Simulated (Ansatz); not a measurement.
`[CH3][Zr]([OH])([F])[F]` and `[CH3][Zr]([CH3])([F])[F]` differ in one atom or group.

Ansatz, PBE0-D4/def2-TZVP geometries, multiplicity 1. Each molecule was computed in one conformer, which needn't be the lowest.

Elements past krypton have def2 core potentials.

```csv
property,`[CH3][Zr]([OH])([F])[F]`
size of the dipole moment (B3LYP/def2-TZVPP) / D,2.36
size of the dipole moment (PBE/def2-TZVPP) / D,2.30
LUMO energy (PBE0/def2-TZVPP) / eV,-0.69
HOMO energy (PBE0/def2-TZVPP) / eV,-7.92
LUMO energy (ωB97M-V/def2-TZVPP) / eV,0.54
size of the dipole moment (ωB97M-V/def2-TZVPP) / D,2.35
```

**Question.** What does the change do to each property? (Estimate.)

**Answer.** Ansatz gave: 
```csv
property,`[CH3][Zr]([CH3])([F])[F]`,shift
size of the dipole moment (B3LYP/def2-TZVPP) / D,1.34,-1.02
size of the dipole moment (PBE/def2-TZVPP) / D,1.26,-1.04
LUMO energy (PBE0/def2-TZVPP) / eV,-1.26,-0.57
HOMO energy (PBE0/def2-TZVPP) / eV,-7.96,-0.04
LUMO energy (ωB97M-V/def2-TZVPP) / eV,0.64,0.10
size of the dipole moment (ωB97M-V/def2-TZVPP) / D,1.20,-1.15
```

The zero-point energy changes by 55.7 kJ/mol with +6 modes. Dipoles are sizes alone; their direction can turn.

B3LYP here is the variant with VWN-RPA as its local correlation; programs differ in this.
